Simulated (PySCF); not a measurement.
Al(H)(Et)(OMe) (C₃H₉AlO), SMILES C[CH2][AlH][O]C.

Geometry optimised at PBE0-D3(BJ)/def2-SVP. The structure was generated by enumeration; whether it is a known compound was not checked. The values are those of a single conformer.

All values below come from PySCF with CAM-B3LYP/def2-TZVP.

The molecule is in vacuum.

| Quantity | Value |
|---|---|
| total energy | -437.41951 hartree |
| highest occupied level | -8.86 eV |
| lowest empty level | 0.34 eV |
| orbital gap | 9.20 eV |
| dipole moment | 0.10 D |
| quadrupole, principal values (traceless, Buckingham form, about the centre of nuclear charge) | -6.12, 1.63, 4.50 D·Å |
| mean static polarisability | 66.4 bohr³ (9.83 Å³) |
| polarisability, principal values | 55.3, 62.5, 81.3 bohr³ |
